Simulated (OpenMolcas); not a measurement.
**Ce2+: moving or changing the point charges**

Ce2+ among 6 point charges of -1 e arranged as a trigonal antiprism (D3d), 2.45 Å from the ion, with a polar angle of 55.3° against the regular 54.74°.
```
   0.0000    2.0138    1.3953  -1.00
  -1.7440   -1.0069    1.3953  -1.00
   1.7440   -1.0069    1.3953  -1.00
   0.0000   -2.0138   -1.3953  -1.00
   1.7440    1.0069   -1.3953  -1.00
  -1.7440    1.0069   -1.3953  -1.00
```

| Property | Result |
| --- | --- |
| Program | OpenMolcas 26.06 |
| Method | CASSCF |
| Basis | ANO-RCC-VDZP [7s6p4d2f1g] |
| Scalar Hamiltonian | DKH2, point nucleus |
| Active space | 2 electrons in 7 orbitals (4f) |
| State averaging | 2S+1 = 3 even, 21 roots; 2S+1 = 1 even, 27 roots kept (CI in the orbitals of an earlier block) |
| Spin-orbit coupling | RASSI with atomic mean-field integrals over the reference wave functions |

Runs around this geometry, states (labels of D3, the rotations of D3d). Energies in cm-1 above the lowest state or level, χT in cm3 K/mol.

```json
{"R (Å)": "2.45", "q (e)": "-0.5", "Ground state": "3A2", "First state of that spin": "3E 7.2", "First gap with spin-orbit (degeneracies)": "119.3 (1, 2)", "Width of lowest J": "407", "χT at 300 K": "1.584"}
{"R (Å)": "2.45", "q (e)": "-1", "Ground state": "3A2", "First state of that spin": "3E 17.6", "First gap with spin-orbit (degeneracies)": "192.3 (1, 2)", "Width of lowest J": "736", "χT at 300 K": "1.455"}
{"R (Å)": "2.65", "q (e)": "-1", "Ground state": "3A2", "First state of that spin": "3E 13.8", "First gap with spin-orbit (degeneracies)": "142.8 (1, 2)", "Width of lowest J": "534", "χT at 300 K": "1.542"}
{"R (Å)": "2.89", "q (e)": "-1", "Ground state": "3A2", "First state of that spin": "3E 10.8", "First gap with spin-orbit (degeneracies)": "98.6 (1, 2)", "Width of lowest J": "367", "χT at 300 K": "1.598"}
```

Taking the width of the lowest J multiplet as R^-n, n = -ln(367 / 736) / ln(2.89 / 2.45) = 4.2 between the shortest and longest distance.

Scaling the charges by -0.5 / -1 = 0.50 scales the width of the lowest J multiplet by 407 / 736 = 0.55; with fixed orbitals a first-order splitting would follow the charge.

Point charges carry no covalency, so the field is a model and not that of real ligands. A group larger than the point group allows holds several states that coincide in this model. No measured value stands beside these numbers.
